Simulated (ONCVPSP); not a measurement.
## Which change was made? (Yb, ONCV)

Yb (Z = 70), optimised norm-conserving Vanderbilt (ONCV), made with ONCVPSP 4.0.1 (PBE, fully relativistic). Core [Xe] 4f13, reference 5d1 6s2. Waves: 6s: rc 3.40 bohr, ncon 3, nbas 6, qcut 2 1/bohr, 2 projectors, debl 0.8 Ha; p scattering state at 0.16 Ha: rc 2.90 bohr, ncon 3, nbas 8, qcut 3.1 1/bohr, 2 projectors, debl 1 Ha; 5d: rc 2.45 bohr, ncon 5, nbas 8, qcut 4.4 1/bohr, 2 projectors, debl 3.8 Ha; f scattering state at 0.08 Ha: rc 3.65 bohr, ncon 4, nbas 7, qcut 3.4 1/bohr, 2 projectors, debl 0.6 Ha. Local part: polynomial inside 1.95 bohr (lpopt 5, dvloc0 3 Ha). Core correction: Teter function, fcfact 2.25, rcfact 1.2.

Open shells are filled in proportion to 2j + 1.

Cutoffs, loose and tight: the cutoffs (Ha) at which the residual kinetic energy of the hardest occupied pseudo-wave falls to 1 and 0.1 mHa per electron. They do not see the model core or the augmentation charge, which bear on the density cutoff. Test errors are all-electron minus pseudo excitation energies from the reference, over the configurations 5d1 6s1; 5d1 6s0; 5d1 6s1.5; 5d0 6s2; variants that change the core or the reference have their own tests. The largest error is taken over the tests solved by every variant that gives reliable tests at all, those not shown here included: 5d1 6s0; 5d1 6s1; 5d1 6s1.5.

The base gives: outcome: generated; cutoff, loose: 9.6 Ha; cutoff, tight: 27 Ha; bound ghosts: p3/2, f7/2, f5/2; GHOST(+) flags above zero: s, p1/2, f5/2; largest test error (meV): +125.

Q: After one change the result is: outcome: generated, projector energies reset by the program; cutoff, loose: 9.4 Ha; cutoff, tight: 25 Ha; bound ghosts: p, f; GHOST(+) flags above zero: s; largest test error (meV): +119. Which change was it?
A. s: qcut 2.6; p: qcut 4.1; d: qcut 5.8; f: qcut 4.5
B. scalar-relativistic
C. all radii but the core radius scaled by about 1.13 (s 3.84, p 3.28, d 2.76, f 4.12 bohr); local potential polynomial inside 2.20 bohr (lpopt 5, dvloc0 3 Ha)

A: B. The others give: all radii but the core radius scaled by about 1.13 (s 3.84, p 3.28, d 2.76, f 4.12 bohr); local potential polynomial inside 2.20 bohr (lpopt 5, dvloc0 3 Ha) → outcome: generated, projector energies reset by the program; cutoff, loose: 8.7 Ha; cutoff, tight: 15 Ha; bound ghosts: none; GHOST(+) flags above zero: s; largest test error (meV): +70 | s: qcut 2.6; p: qcut 4.1; d: qcut 5.8; f: qcut 4.5 → outcome: failed: ERROR pspot: first pseudo wave function has node, program will stop.
